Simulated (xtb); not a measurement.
Be(Me)(GeH3) (CH6BeGe), SMILES [CH3][Be][GeH3]. All values are semi-empirical tight-binding results from xtb (GFN2-xTB unless named), good for trends rather than for accurate numbers. The structure is a stationary point at GFN2-xTB.

Optimised geometry:

Bond lengths (Å): Be1–C2 1.719, Be1–Ge6 2.149, C2–H3 1.092, C2–H4 1.092, C2–H5 1.092, Ge6–H7 1.506, Ge6–H8 1.506, Ge6–H9 1.506. Bond angles (°): C2–Be1–Ge6 179.6, Be1–C2–H3 114.5, Be1–C2–H4 114.3, Be1–C2–H5 114.3, H3–C2–H4 104.2, H3–C2–H5 104.2, H4–C2–H5 104.2, Be1–Ge6–H7 119.5, Be1–Ge6–H8 119.6, Be1–Ge6–H9 119.8, H7–Ge6–H8 97.7, H7–Ge6–H9 97.7, H8–Ge6–H9 97.7.
Charge 0, spin multiplicity 1.

For metal compounds this method's bond lengths and energies can be far off.

| Quantity | Value |
|---|---|
| point group as xtb finds it | C3 |
| orbital gap | 4.05 eV |
| zero-point energy | 35.5 kcal/mol |
| G − E(el) at 298.15 K (modified RRHO) | 16.8 kcal/mol |

Computed atomic charges and the Wiberg bond orders between heavy atoms:
charges (e) Be1 0.47, C2 -0.29, H3 0.03, H4 0.03, H5 0.03, Ge6 -0.04, H7 -0.07, H8 -0.07, H9 -0.07. Bond orders Be1–C2 1.01, Be1–Ge6 0.79.
